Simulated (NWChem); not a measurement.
Species: AlIF2; SMILES [F][Al]([F])[I]

```xyz
4

Al     0.0000     0.0000     1.3501
F      0.0000    -1.4145     2.1996
F      0.0000     1.4145     2.1996
I      0.0000     0.0000    -1.0782
```
Atoms are numbered in this order, from 1.

The geometry was optimised at PBE0/def2-SVP. No frequency run checked for a minimum. B3LYP is NWChem's, with the RPA form of VWN correlation. def2 effective core potentials on I; no spin-orbit coupling.

Symmetry labels are those of C2v in the frame above (b1 and b2, or b-type labels, depend on it).

Task: List the 4 lowest vertical singlet excitations from B3LYP/def2-SVPD with def2 effective core potentials on I, TDA (NWChem).

Result: 
```
state  energy (eV)  oscillator strength  symmetry  leading excitation (squared amplitude)
-----  -----------  -------------------  --------  --------------------------------------
S1            5.12                0.017        b2                      HOMO → LUMO (1.00)
S2            5.28                0.039        b1                    HOMO−1 → LUMO (0.99)
S3            5.85                0.000        a2                    HOMO → LUMO+1 (1.00)
S4            6.31                0.023        a1                  HOMO−1 → LUMO+1 (0.85)
```
